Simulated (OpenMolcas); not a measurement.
An atom or ion with 83 electrons was computed by XMS-CASPT2, IPEA 0.25 Eh, imaginary shift 0.1 Eh with spin-orbit coupling (OpenMolcas, ANO-RCC-VTZP, DKH2). The lowest levels that the run gave, each within 12 % of the measured value where one is at hand:

```json
{"J": "3/2", "Parity": "odd", "E (cm-1)": "0.0", "g": "1.718"}
{"J": "3/2", "Parity": "odd", "E (cm-1)": "10510", "g": "1.166"}
{"J": "5/2", "Parity": "odd", "E (cm-1)": "14310", "g": "1.200"}
{"J": "1/2", "Parity": "odd", "E (cm-1)": "20770", "g": "0.666"}
{"J": "3/2", "Parity": "odd", "E (cm-1)": "29730", "g": "1.252"}
```

Problem. Which ion is it, and what are the configurations and terms?

Solution. Bi (Z = 83, neutral; active space 3 electrons in 3 orbitals (6p)). J, parity and g give the terms where levels are pure, and mixed ones are named by the computed weights; the size of the splittings, set against known spectra of the 83-electron sequence, gives the charge. In order, with the measured energies in cm-1 (NIST Handbook of Basic Atomic Spectroscopic Data): 6s2 6p3 4S* 3/2 [66 %], 6s2 6p3 2D* 3/2 [64 %] (11419), 6s2 6p3 2D* 5/2 (15438), 6s2 6p3 2P* 1/2 (21661), 6s2 6p3 2P* 3/2 [66 %] (33165).

CASPT2 does not keep the components of a term degenerate, so their means are used; among the terms shown or strongly mixed into the levels shown the widest spread is 2000 cm-1 (6s2 6p3 2D*). Spin-orbit splittings of 6p shells tend to come out small when the coupling is added on scalar orbitals. With the s shell closed, the reference lacks s² → p² mixing. Measured partners are found by configuration, term and J. A level has none where our copy of the source lacks it or the pairing is in doubt (some pairs that miss far off the trend of their configuration count as doubtful), and it then counts in no deviation. Levels of configurations outside the active space are missing.

A share in square brackets marks a mixed level and gives the weight of the term that names it. * marks odd parity.
